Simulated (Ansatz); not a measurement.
B10⁺. Total charge 1; doublet. Geometry PBE0-D4/def2-SVP.

```tsv
atom	x (Å)	y (Å)	z (Å)
B1	-1.570	1.467	-0.475
B2	1.420	-0.136	-0.493
B3	1.539	-1.708	-0.504
B4	-0.384	-0.766	0.995
B5	-0.047	-1.218	-0.734
B6	-1.189	-0.085	-0.564
B7	0.749	1.301	-0.076
B8	-0.708	0.816	0.933
B9	0.635	-1.970	0.728
B10	-0.444	2.299	0.189
```

At HF/STO-3G the charge 1 doublet is spin-contaminated (final ⟨S²⟩ up to 1.48, 0.75 for a pure state). The structure comes from a short search, and lower isomers may exist.

Question: Estimate the α-spin orbital energies around the gap (eV) in Ansatz with HF/STO-3G, r2SCAN-D4/def2-TZVP, B97M-V/def2-TZVP, PBE0-D4/def2-SVP, PBE0-D4/def2-TZVP.

Answer: 
| orbital | HF/STO-3G | r2SCAN-D4/def2-TZVP | B97M-V/def2-TZVP | PBE0-D4/def2-SVP | PBE0-D4/def2-TZVP |
| --- | --- | --- | --- | --- | --- |
| HOMO−13 | -29.06 | -23.45 | -23.56 | -24.76 | -24.80 |
| HOMO−12 | -24.40 | -20.04 | -20.13 | -21.25 | -21.28 |
| HOMO−11 | -23.00 | -18.67 | -18.66 | -19.82 | -19.86 |
| HOMO−10 | -21.78 | -17.88 | -17.90 | -18.98 | -19.04 |
| HOMO−9 | -20.22 | -16.77 | -16.74 | -17.81 | -17.84 |
| HOMO−8 | -18.68 | -15.51 | -15.49 | -16.48 | -16.51 |
| HOMO−7 | -17.28 | -14.66 | -14.66 | -15.69 | -15.68 |
| HOMO−6 | -15.94 | -13.73 | -13.61 | -14.63 | -14.57 |
| HOMO−5 | -15.15 | -13.54 | -13.48 | -14.47 | -14.45 |
| HOMO−4 | -14.78 | -12.97 | -12.93 | -13.95 | -13.90 |
| HOMO−3 | -14.63 | -12.94 | -12.90 | -13.88 | -13.85 |
| HOMO−2 | -13.72 | -12.43 | -12.33 | -13.26 | -13.21 |
| HOMO−1 | -12.51 | -12.06 | -11.88 | -12.70 | -12.67 |
| HOMO | -11.49 | -10.91 | -10.66 | -11.55 | -11.52 |
| LUMO | -2.53 | -9.42 | -9.17 | -8.73 | -8.69 |
| LUMO+1 | -1.46 | -8.54 | -8.39 | -7.92 | -7.88 |
| LUMO+2 | -1.11 | -8.33 | -8.13 | -7.67 | -7.63 |
| LUMO+3 | 0.28 | -7.98 | -7.76 | -7.20 | -7.20 |
| LUMO+4 | 1.37 | -7.10 | -6.93 | -6.37 | -6.38 |
| LUMO+5 | 1.91 | -6.61 | -6.45 | -5.93 | -5.91 |
| β HOMO | -11.57 | -11.79 | -11.60 | -12.44 | -12.41 |
| β LUMO | -3.41 | -9.91 | -9.90 | -9.39 | -9.35 |
